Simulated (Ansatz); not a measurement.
Computed with Ansatz on PBE0-D4/def2-TZVP structures; ΔE is electronic, products minus reactants. CCSD(T)/CBS is the MP2 limit (def2-TZVPP, def2-QZVPP) plus CCSD(T) − MP2 in def2-TZVPP, frozen cores. This one scheme is used for every species. Functionals use def2-TZVPP. For Ge outer-core shells are correlated without core-valence functions, which leaves a few kJ/mol of doubt a bond. Scalar relativity is left out up to krypton. One conformer a species, not always the lowest.

Consider the formal exchange of groups at the Si–C bond: `BO[SiH2]C` + `[F][GeH3]` → `BO[SiH2][GeH2][F]` + CH₄.

CCSD(T)/CBS gives -3.6 kJ/mol.

Question: Another level gave +4.5 kJ/mol. Which?
A. HF/def2-TZVPP
B. r2SCAN-D4/def2-TZVPP
C. PBE-D4/def2-TZVPP
D. CCSD/def2-TZVPP

Answer: A. HF/def2-TZVPP 4.5, r2SCAN-D4 -6.3, PBE-D4 -14.1, CCSD/def2-TZVPP -1.3 kJ/mol.

Largest T1 diagnostic among the species: 0.013.

From PBE to PBE0 (25 % exact exchange), in def2-TZVPP and without D4, ΔE moves by +4.8 kJ/mol. In def2-TZVPP, CCSD(T) changes the Hartree–Fock value by −6.7 kJ/mol (the triples alone add −0.9 kJ/mol) and MP2 by −3.2 kJ/mol.
